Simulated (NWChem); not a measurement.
Species: C₂H₂ClF; SMILES Cl/C=C\F

```xyz
6

F      0.7307     1.6418     0.0000
C     -0.5326     1.2045     0.0000
C     -0.8623    -0.0829     0.0000
Cl     0.3080    -1.3650     0.0000
H     -1.2691     2.0021     0.0000
H     -1.8979    -0.3972     0.0000
```
Atoms are numbered in this order, from 1.

Program: NWChem. Pople sets run with spherical d functions. Geometry: optimised at B3LYP/6-31G* (spherical d). GIAO values for the isolated, static molecule; σ is the absolute isotropic shielding, δ = σ(reference) − σ with the isolated reference molecule computed at the same levels (13C: tetramethylsilane, 19F: trichlorofluoromethane, 1H: tetramethylsilane).

```tsv
level	δ F1 (ppm)	δ C2 (ppm)	δ C3 (ppm)	σ Cl4 (ppm)	δ H5 (ppm)	δ H6 (ppm)
KT2/pcSseg-1	-152.0	150.9	106.8	785.0	6.92	5.25
B3LYP/6-31G*	-118.2	143.7	103.3	812.1	6.73	4.98
BHandHLYP/pcSseg-1	-121.2	160.3	118.1	813.1	6.87	5.48
B3LYP/6-311G**	-140.6	157.7	114.8	795.1	6.82	5.35
```
